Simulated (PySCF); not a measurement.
Compound: CH10OSi3.
SMILES: `O[Si@@H]([SiH2]C)[SiH3]`

The calculation used PySCF 2.14.0, density-fitted response routines, TDDFT PBE0/def2-SVPD, vertical, gas phase, core orbitals frozen in the response. Isolated species at its GFN2-xTB geometry (one conformer only). Torsions of this conformer, `[CH3:1][SiH2:2][Si@H:3]([OH:4])[SiH3:5]`: C1–Si2–Si3–O4 171°, H–O4–Si3–Si2 175°.

Computed states:

```csv
state,E (eV),f
S1,5.58,0.038
S2,6.01,0.0093
S3,6.37,0.128
S4,6.86,0.0028
S5,7.10,0.0059
S6,7.16,0.053
```

Broadening: Gaussians 0.5 eV wide at half height, area fixed by f = 4.319×10⁻⁹ ∫ε dν̃. The cross-section is σ = 3.8235×10⁻²¹ ε cm², given in Mb (10⁻¹⁸ cm²). The width is an assumption, not a result. The curve ends short of the highest state used, and states not computed would add to its high-energy end.

(1) What does the envelope look like, and where are its maxima?

(2) On this curve, what absorbance would a 10⁻⁵ mol/L sample give at 193 nm over a 1 cm path?

(3) Coming from long wavelengths, where does ε first pass 100 L mol⁻¹ cm⁻¹?

## Answers

(1) 
(λ (nm), σ (Mb)): (189.1, 18.56), (191.5, 23.84), (193.8, 26.68), (196.1, 26.47), (198.5, 23.37), (200.8, 18.84), (203.2, 13.97), (205.5, 10.16), (207.8, 7.62), (210.2, 6.34), (212.5, 6.14), (214.8, 6.57), (217.2, 7.28), (219.5, 7.85), (221.8, 8.04), (224.2, 7.74), (226.5, 6.99), (228.9, 5.89), (231.2, 4.70), (233.5, 3.54), (235.9, 2.49), (238.2, 1.68), (240.5, 1.09), (242.9, 0.66), (245.2, 0.39), (247.5, 0.22), (249.9, 0.12), (252.2, 0.06), (254.6, 0.03), (256.9, 0.02)

Maxima: 222 nm (5.59 eV), ε about 2100, made up of S1 (96%); 195 nm (6.37 eV), ε about 7100, made up of S3 (98%) (ε in L mol⁻¹ cm⁻¹; maxima over ε = 5, shares over 10%).

(2) 193 nm is 6.424 eV, where ε is about 6800 L mol⁻¹ cm⁻¹, so A = ε c l ≈ 0.068 (Beer–Lambert, with the gas-phase spectrum and the assumed width).

(3) At about 245 nm (5.06 eV), 0.52 eV below S1.
